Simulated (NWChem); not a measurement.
C$_{3}$H$_{5}$BFN; SMILES FB(C=C=C)N

```xyz
11

C      0.2511    -2.7108     0.0000
C     -0.3091    -1.5306     0.0000
C     -0.8510    -0.3334     0.0000
B      0.0056     0.9728     0.0000
N     -0.5793     2.2440     0.0000
F      1.3446     0.8916     0.0000
H      0.4963    -3.2203     0.9375
H      0.4963    -3.2203    -0.9375
H     -1.9486    -0.2764     0.0000
H     -0.0260     3.0906     0.0000
H     -1.5774     2.3949     0.0000
```
Atoms are numbered in this order, from 1.

Program: NWChem. Pople sets run with spherical d functions. The geometry was optimised at PBE0/def2-SVP. B3LYP is NWChem's, with the RPA form of VWN correlation. Atomic charges in e: unrestrained fits to the electrostatic potential beside Mulliken populations; buried atoms are poorly determined by the fit.

For level B3LYP/def2-SVP:

```yaml
Mulliken C1: -0.21
ESP C3: -0.49
Mulliken C3: -0.17
ESP B4: 0.72
Mulliken B4: 0.00
ESP N5: -0.88
Mulliken N5: -0.07
```

Problem. Estimate the same quantities for level Hartree-Fock/6-31G*.

Solution. The Mulliken C1 is -0.53 and the ESP C3 is -0.61. The Mulliken C3 is -0.55 and the ESP B4 is 0.96. The Mulliken B4 is 0.86 and the ESP N5 is -1.12. The Mulliken N5 comes out as -0.96.
